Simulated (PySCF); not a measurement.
C₃H₃F₄, SMILES F[CH]CC(F)(F)F (connectivity only; charge and spin as stated), charge +1, multiplicity 1. Atoms are numbered in the order given.

```xyz
10

F      2.6041    -0.7768    -0.1320
C      1.6096    -0.0424     0.0138
C      0.3829    -0.5622     0.5399
C     -0.8722     0.1751     0.0062
F     -1.0397    -0.1307    -1.2661
F     -1.9182    -0.1857     0.7023
F     -0.6758     1.4833     0.1168
H      1.7674     1.0189    -0.2568
H      0.3169    -1.6609     0.4803
H      0.4605    -0.2931     1.6276
```
Charge +1, spin multiplicity 1.

Coordinates come from a PBE0-D3(BJ)/def2-SVP optimisation. The multiplicity is an assumed one; no other spin state was optimised. The isomer is the one that the SMILES or the coordinates give; other isomers of the formula were not compared. Other conformers were not sampled.

Two levels are set side by side: PBE/pcSseg-1 (PySCF) and PBE0/pcSseg-1 (PySCF). GIAO shifts against CFCl3 (¹⁹F), TMS (¹H), TMS (¹³C) at the same level; non-relativistic, no solvent, atoms listed together averaged. Differences are taken from unrounded values.

```
quantity             PBE0
------------------  -----
δ(¹⁹F) of F1 (ppm)  254.5
δ(¹³C) of C2 (ppm)  281.2
δ(¹³C) of C3 (ppm)   67.0
δ(¹³C) of C4 (ppm)  126.2
δ(¹H) of H8 (ppm)   10.61
```

Problem. What does PBE give, and how far is it from PBE0? (The exact figures need the calculation; the answer reports its results.)

Solution. 
```csv
quantity,PBE,PBE minus PBE0
δ(¹⁹F) of F1 (ppm),247.0,-7.5
δ(¹³C) of C2 (ppm),273.8,-7.4
δ(¹³C) of C3 (ppm),71.0,4.0
δ(¹³C) of C4 (ppm),131.8,5.6
δ(¹H) of H8 (ppm),10.48,-0.13
```

Rough cost on one machine, each run with all the roots and properties that it gave: PBE0 against PBE within a factor of 2.
